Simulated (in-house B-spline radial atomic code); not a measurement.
Configurations of the niobium ion Nb⁶⁺, with energies counted from [Ar] 3d10 4s2 (4p1/2)2 (4p3/2)3. Computed with a B-spline radial code for spherical atoms: Dirac-Hartree-Fock, average of each configuration as written, Fermi nucleus of rms radius 4.324 fm. Energies include first-order Breit, QED and recoil terms.

Occupations are held fixed; configurations that lie above the ionisation limit could autoionise.

```csv
configuration,E - E(ref) (eV),highest orbital,its <r> (bohr)
[Ar] 3d10 4s2 (4p1/2)1 (4p3/2)4,2.394,4p3/2,1.213
[Ar] 3d10 4s2 (4p3/2)4 (5d5/2)1,82.777,5d5/2,3.065
[Ar] 3d10 4s2 (4p1/2)1 (4p3/2)3 (8d5/2)1,107.58,8d5/2,10.22
[Ar] 3d10 4s1 (4p1/2)2 (4p3/2)3 (5d3/2)1,107.69,5d3/2,3.054
[Ar] 3d10 4s1 (4p1/2)1 (4p3/2)4 (8g7/2)1,141.77,8g7/2,12.17
```

(1) Order these further configurations by energy, lowest first.
A. [Ar] 3d10 4s2 (4p1/2)2 (4p3/2)2 (6p1/2)1
B. [Ar] 3d10 4s2 (4p3/2)4 (7p3/2)1
C. [Ar] (3d3/2)3 (3d5/2)6 4s2 (4p1/2)2 (4p3/2)3 (7f7/2)1
D. [Ar] 3d10 4s2 (4p3/2)4 (6f5/2)1
E. [Ar] 3d10 4s2 (4p1/2)1 (4p3/2)3 (6g7/2)1

(2) How far above the reference does [Ar] 3d10 4s2 (4p3/2)4 (6d5/2)1 lie?

Results:

(1) A (86.012 eV), E (102.42 eV), B (102.94 eV), D (104.67 eV), C (289.19 eV).

(2) 98.187 eV; its least bound orbital is 6d5/2 with <r> = 5.024 bohr.
